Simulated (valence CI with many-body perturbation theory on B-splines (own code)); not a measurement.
**Questions on La XXXV**

Calculated by valence CI with perturbative core correlation (CI+MBPT): five valence electrons over a frozen Dirac-Fock core [Ar], a basis of 7 s, 7 p, 8 d, 6 f, 4 g, 1 h functions for each j, with the one-electron correlation potential Σ1 (screened to all orders), the two-electron term Σ2, the three-electron term Σ3, Breit, model QED; selected single and double excitations, second order for the rest (own B-spline code, finite nucleus).

No measured spectrum was set against this ion. As an estimate, large intervals hold to a few tenths of a per cent, small ones and those within an open d or f shell to about a per cent. Only levels of the ground parity were solved; by the run's estimate the other parity begins above the list, which can be wrong where configurations are misplaced.

Levels are named by their leading jj configuration (3d3/2^4 stands for four electrons in 3d with j = 3/2), which in mixed levels can hold well under half, so a name can repeat and another be missing.

Rates and lifetimes use the calculated energies. Strong lines usually hold to 10 to 20 %, long lifetimes can be off by a factor of two.

Task: What is the ground level?

Result: (3d3/2^4 3d5/2) J=5/2, composition 39 % 3d5 6S + 31 % 3d5 4P + 13 % 3d5 2D, g = 1.603.

Task: What is the ionisation energy?

Result: 2258.9 eV; NIST lists 2259 ± 5 eV (theoretical).

Task: How well does LS coupling describe the low levels?

Result: Among the lowest 20 levels the leading LS term, summed over configurations, holds 50 % on average. For single configurations the figures are 50 % in LS and 84 % in jj coupling. Terms mix most in the J = 5/2 level at 13.669 eV, where the leading one holds 32 %.
